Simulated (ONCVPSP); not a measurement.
## Transferability test, ONCV potential for Sc (Z = 21)

- Element: Sc
- Generator: ONCVPSP 4.0.1
- Type: optimised norm-conserving Vanderbilt (ONCV)
- Functional: PBE
- Relativity: scalar-relativistic
- Frozen core: [Ar]
- Valence charge: 3
- Reference configuration: 3d1 4s2
- Partial waves: 4s: rc 2.45 bohr, ncon 3, nbas 7, qcut 2.6 1/bohr, 2 projectors, debl 2.8 Ha; p scattering state at 0.22 Ha: rc 2.25 bohr, ncon 3, nbas 8, qcut 3.8 1/bohr, 3 projectors, debl 1.3 Ha; 3d: rc 2.45 bohr, ncon 4, nbas 9, qcut 7.7 1/bohr, 2 projectors, debl 0.4 Ha
- Local potential: polynomial inside 2.20 bohr (lpopt 1, dvloc0 2 Ha)
- Core correction: none

Energies are relative to the spin-unpolarised reference configuration 3d1 4s2; without spin polarisation the order of configurations can differ from experiment.

| valence configuration | charge | ΔE all-electron (eV) | error AE − PS (meV) |
| --- | --- | --- | --- |
| 3d1 4s0 | +2 | 19.665 | +288 |
| 3d1 4s1.5 | +0.5 | 2.754 | +0.2 |
| 3d1 4s0 4p1 | +1 | 10.327 | +87 |

What are ΔE and the potential's error for 3d1 4s1?

ΔE = 6.897 eV all-electron; the error (AE − PS) is +8.5 meV.

Note: ghosts flagged at negative energy: p at -33.2 eV; GHOST(+) flagged for s at 90.3 eV. A true bound ghost makes a file unfit for plane-wave use.
